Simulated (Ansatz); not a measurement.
One change: `[CH3][Al]([GaH2])[Br]` becomes `[CH3][Al]([NH2])[Br]`.

Ansatz, PBE0-D4/def2-TZVP geometries, multiplicity 1. Each molecule was computed in one conformer, which needn't be the lowest.

Scalar relativity is left out up to krypton.

```csv
property,`[CH3][Al]([GaH2])[Br]`
LUMO energy (B3LYP/def2-TZVPP) / eV,-2.44
size of the dipole moment (PBE/def2-TZVPP) / D,1.94
HOMO energy (ωB97M-V/def2-TZVPP) / eV,-8.95
HOMO energy (PBE0/def2-TZVPP) / eV,-6.99
HOMO energy (PBE/def2-TZVPP) / eV,-5.95
size of the dipole moment (B3LYP/def2-TZVPP) / D,2.03
```

Problem. What does the change do to each property? (Best estimate.)

Solution. Ansatz gave: 
```json
{"property": "LUMO energy (B3LYP/def2-TZVPP) / eV", "`[CH3][Al]([NH2])[Br]`": "-0.39", "shift": "2.05"}
{"property": "size of the dipole moment (PBE/def2-TZVPP) / D", "`[CH3][Al]([NH2])[Br]`": "2.39", "shift": "0.45"}
{"property": "HOMO energy (ωB97M-V/def2-TZVPP) / eV", "`[CH3][Al]([NH2])[Br]`": "-9.98", "shift": "-1.03"}
{"property": "HOMO energy (PBE0/def2-TZVPP) / eV", "`[CH3][Al]([NH2])[Br]`": "-7.61", "shift": "-0.62"}
{"property": "HOMO energy (PBE/def2-TZVPP) / eV", "`[CH3][Al]([NH2])[Br]`": "-6.22", "shift": "-0.27"}
{"property": "size of the dipole moment (B3LYP/def2-TZVPP) / D", "`[CH3][Al]([NH2])[Br]`": "2.42", "shift": "0.39"}
```

With PBE0 the HOMO falls by 0.62 eV and the LUMO rises by 2.11 eV, so the gap widens by about 2.73 eV. PBE moves the HOMO by -0.27 eV and ωB97M-V by -1.03 eV. Dipoles are sizes alone; their direction can turn.

B3LYP here is the variant with VWN-RPA as its local correlation; programs differ in this.

Spin–orbit coupling is left out; it splits and shifts lone-pair levels of the heavy atoms by tenths of an eV.
